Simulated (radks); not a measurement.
The numbers below are computed, except where a source is named.
Spherical quantum dot in the effective-mass picture: electrons in a parabolic well V = omega^2 r^2 / 2 with omega = 0.44, with a point charge +2 (a donor) at the centre, all in effective atomic units (hartree* = m*/eps^2 hartree, bohr* = eps/m* bohr), one dielectric constant everywhere. Level of theory: non-relativistic Kohn-Sham, LDA (Slater exchange, Perdew-Wang correlation), spin-polarised, spherical densities (a radial shooting solver with Libxc functionals). Levels are named by radial order and angular momentum (1s, 1p, 1d, 2s, ...), and open shells are averaged over m.

N = 15, configuration 1s2 1p6 1d(up 5, down 0) 2s2. This is the lowest configuration that the search found. Occupied and some empty levels:

level,occupation,eigenvalue (hartree*),<r> (bohr*)
1s up,1,3.9400,1.044
1s down,1,3.9462,1.017
2s up,1,4.5704,3.101
1p up,3,4.5822,3.053
2s down,1,4.6208,3.106
1p down,3,4.6330,3.023
1d up,5,4.8261,3.547
1d down,0,4.8810,3.556
1f up,0,5.0870,3.892
2p up,0,5.1348,3.310
1f down,0,5.1405,3.917
2p down,0,5.1688,3.330
1g up,0,5.3698,4.180
1g down,0,5.4196,4.213

Energy (hartree*): total 36.0925, kinetic 7.8310, external -1.1649, Hartree 34.241, exchange-correlation -4.8145.

Electron density:

r (bohr*),n(r) (e/bohr*^3)
0.128,2.384
0.448,0.7135
0.769,0.2410
1.09,0.09956
1.41,0.05855
1.73,0.04968
2.05,0.05008
2.37,0.05133
2.69,0.05021
3.01,0.04582
3.33,0.03857
3.65,0.02974
3.97,0.02083
4.29,0.01319
4.62,0.007530
4.94,0.003851
5.26,0.001770
5.58,0.0007271
5.90,0.0002688
6.22,0.00008891
